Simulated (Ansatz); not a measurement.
`C[CH2][SnH2][F]`, charge 0, multiplicity 1.

**Question.** Give a relaxed structure at PBE0-D4/def2-TZVP (the Gaussian-basis code of Ansatz). (An estimate is asked.)

**Answer.** Ansatz gave: 
Z-matrix (Å, degrees):
```
C
C 1 1.522
H 1 1.093 2 111.8
H 1 1.094 2 111.0 3 -119.8
H 1 1.092 2 111.4 3 120.3
Sn 2 2.136 1 112.3 3 -62.4
H 2 1.093 1 111.6 3 58.8
H 2 1.093 1 111.3 3 178.2
F 6 1.935 2 103.2 1 -54.6
H 6 1.708 2 114.5 1 57.7
H 6 1.707 2 116.1 1 -168.0
```
This is one stationary point; other conformers may exist.
